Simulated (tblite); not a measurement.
Species: C6H7BrOSSi.
Bonds: C1–C2, C2–C3 (aromatic), C3–C4 (aromatic), C4–C5, C5–O6 (double), C5–Br7, C4–S8 (aromatic), S8–C9 (aromatic), C9–Si10, C2–C9 (aromatic). Hydrogens: H11, H12, H13 on C1; H14 on C3; H15, H16, H17 on Si10.

Computed with GFN2-xTB (tblite), gas phase: L-BFGS steps from a force-field or distance-geometry start until the largest atomic force falls under 0.01 eV/Å.

Geometry at step 13:
```
atom  x, y, z in Å
C1     -0.8063   -1.9018    0.1498
C2     -0.1067   -0.5890    0.0490
C3      1.2875   -0.4771    0.0653
C4      1.7439    0.8164   -0.0316
C5      3.0789    1.3075   -0.0587
O6      3.4934    2.4130   -0.1548
Br7     4.4161   -0.1768    0.0821
S8      0.4079    1.9248   -0.1336
C9     -0.7380    0.6326   -0.0540
Si10   -2.5916    0.9883   -0.1368
H11    -0.2034   -2.6765   -0.3140
H12    -0.9670   -2.1659    1.1951
H13    -1.7712   -1.8774   -0.3454
H14     1.9329   -1.3277    0.1435
H15    -2.8914    1.5944   -1.4302
H16    -2.9977    1.8129    0.9962
H17    -3.2940   -0.2858   -0.0319
```

**Question.** What forces act on the atoms?

**Answer.** 
```csv
atom,Fx (eV/Å),Fy (eV/Å),Fz (eV/Å)
C1,-0.006,-0.067,-0.028
C2,-0.110,0.062,0.004
C3,-0.049,-0.134,0.011
C4,0.001,-0.102,0.037
C5,-0.039,-0.048,-0.018
O6,0.060,0.129,0.004
Br7,0.049,0.066,-0.001
S8,-0.175,0.050,-0.023
C9,-0.017,0.110,-0.010
Si10,-0.019,-0.023,0.015
H11,0.066,-0.068,0.035
H12,0.033,-0.003,-0.012
H13,0.002,0.019,-0.003
H14,0.129,-0.126,0.006
H15,0.045,0.091,-0.012
H16,0.092,0.108,-0.001
H17,-0.061,-0.064,-0.003
```

The largest, 0.18 eV/Å, acts on S8 (H14 within 3 % of it); the rms over all components is 0.065 eV/Å. The forces sum to zero within rounding, as they must for an isolated molecule in no field.

**Question.** Give the force on S8 in Eh/bohr and in nN.

**Answer.** 0.183 eV/Å ÷ 51.422 = 0.00357 Eh/bohr, and 0.183 eV/Å × 1.602 = 0.29 nN.

**Question.** How far is this geometry from the end of the optimisation?

**Answer.** 0.033 eV above it, and 0.084 Å rms away after alignment. The bonds farthest from their final lengths, with half the difference of the two atoms' forces along the bond (positive lengthens):

```json
{"bond": "S8–C9", "now (Å)": "1.729", "final (Å)": "1.723", "force along bond (eV/Å)": "-0.07"}
{"bond": "C5–Br7", "now (Å)": "2.003", "final (Å)": "1.997", "force along bond (eV/Å)": "-0.01"}
{"bond": "C3–H14", "now (Å)": "1.071", "final (Å)": "1.076", "force along bond (eV/Å)": "+0.05"}
{"bond": "C2–C3", "now (Å)": "1.399", "final (Å)": "1.403", "force along bond (eV/Å)": "+0.02"}
{"bond": "C4–S8", "now (Å)": "1.739", "final (Å)": "1.743", "force along bond (eV/Å)": "+0.12"}
{"bond": "Si10–H16", "now (Å)": "1.459", "final (Å)": "1.462", "force along bond (eV/Å)": "+0.02"}
```

The angle farthest from its final value is S8–C9–Si10, 120.5° against 117.0°.

What follows is the cost of the whole relaxation. Hardware: one thread of an Intel Xeon Platinum 8488C (shared host). Cost: 0.48 s of wall time.
